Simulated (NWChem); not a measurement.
System meant: Si2H4F2; SMILES [SiH2](F)[SiH2]F

Input file for NWChem:

```
start job
memory heap 200 mb stack 900 mb global 1100 mb
geometry units angstroms noautoz
  Si    -1.137423     0.303396     0.364232
  F     -1.906965    -0.416438    -0.899072
  Si     1.137423    -0.303396     0.364232
  F      1.906965     0.416438    -0.899072
  H     -1.310129     1.792148     0.244565
  H     -1.774664    -0.171035     1.643872
  H      1.310129    -1.792148     0.244565
  H      1.774664     0.171035     1.643872
end
basis spherical
  * library def2-svp
end
dft
  odft
  mult 2
  xc xpbe96 cpbe96
  iterations 150
  mulliken
end
task dft energy
```

End of the output:

```
 Summary of "ao basis" -> "" (spherical)
 ------------------------------------------------------------------------------
       Tag                 Description            Shells   Functions and Types
 ---------------- ------------------------------  ------  ---------------------
 *                          def2-svp                  on all atoms

  pbe96 is a nonlocal functional; adding pw91lda local functional.

                                 NWChem DFT Module
                                 -----------------

 Summary of "ao basis" -> "ao basis" (spherical)
 ------------------------------------------------------------------------------
       Tag                 Description            Shells   Functions and Types
 ---------------- ------------------------------  ------  ---------------------
 Si                         def2-svp                 8       18   4s3p1d
 F                          def2-svp                 6       14   3s2p1d
 H                          def2-svp                 3        5   2s1p

 Summary of "ao basis" -> "ao basis" (spherical)
 ------------------------------------------------------------------------------
       Tag                 Description            Shells   Functions and Types
 ---------------- ------------------------------  ------  ---------------------
 Si                         def2-svp                 8       18   4s3p1d
 F                          def2-svp                 6       14   3s2p1d
 H                          def2-svp                 3        5   2s1p

      Symmetry analysis of basis
      --------------------------

        a          42
        b          42

  number of electrons :                   50
  multiplicity        :                    2
 ------------------------------------------------------------------------
  no. of electrons and multiplicity not compatible                  50
 ------------------------------------------------------------------------
 ------------------------------------------------------------------------
  current input line :
    23: task dft energy
 ------------------------------------------------------------------------
 ------------------------------------------------------------------------
 There is an error in the input file
 ------------------------------------------------------------------------
 For more information see the NWChem manual at https://nwchemgit.github.io

0: no. of electrons and multiplicity not compatible:Received an Error in Communication
```

Question: Can this run be used? If not, why, and what is the fix?

Answer: The input was rejected before any calculation. Cause: the multiplicity doesn't fit the number of electrons (an even count wants an odd multiplicity, and the reverse). This input runs:
```
start job
memory heap 200 mb stack 900 mb global 1100 mb
geometry units angstroms noautoz
  Si    -1.137423     0.303396     0.364232
  F     -1.906965    -0.416438    -0.899072
  Si     1.137423    -0.303396     0.364232
  F      1.906965     0.416438    -0.899072
  H     -1.310129     1.792148     0.244565
  H     -1.774664    -0.171035     1.643872
  H      1.310129    -1.792148     0.244565
  H      1.774664     0.171035     1.643872
end
basis spherical
  * library def2-svp
end
dft
  xc xpbe96 cpbe96
  iterations 150
  mulliken
end
task dft energy
```
It converges to -780.32532 Ha (PBE/def2-SVP).
